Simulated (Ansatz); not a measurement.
Input for Ansatz (development build ahead of 0.2.0):

```yaml
crystal:
  periodic: [false, false, false]
  atoms:
    - { symbol: Si, position_ang: [0.0, 0.0, 0.0] }
    - { symbol: F, position_ang: [0.84255, 0.84255, 0.84255] }
    - { symbol: F, position_ang: [0.84255, -0.84255, -0.84255] }
    - { symbol: F, position_ang: [-0.84255, 0.84255, -0.84255] }
    - { symbol: F, position_ang: [-0.84255, -0.84255, 0.84255] }
basis:
  gaussian: { orbitals: cc-pVTZ }
hamiltonian:
  xc: hf
correlation:
  method: mp2
  frozen_orbitals: { F: 1, Si: 5 }
```

The input is written out in the form of the current development build from the run's settings.

The run gave:

```json
{
 "Converged": "yes",
 "Reference energy": "-687.11502 hartree",
 "Correlation energy": "-1.09100 hartree",
 "Total energy": "-688.20602 hartree",
 "Spin squared of the determinant": "0.000"
}
```

Caution: no unrestricted run beside it, a lower state can exist.
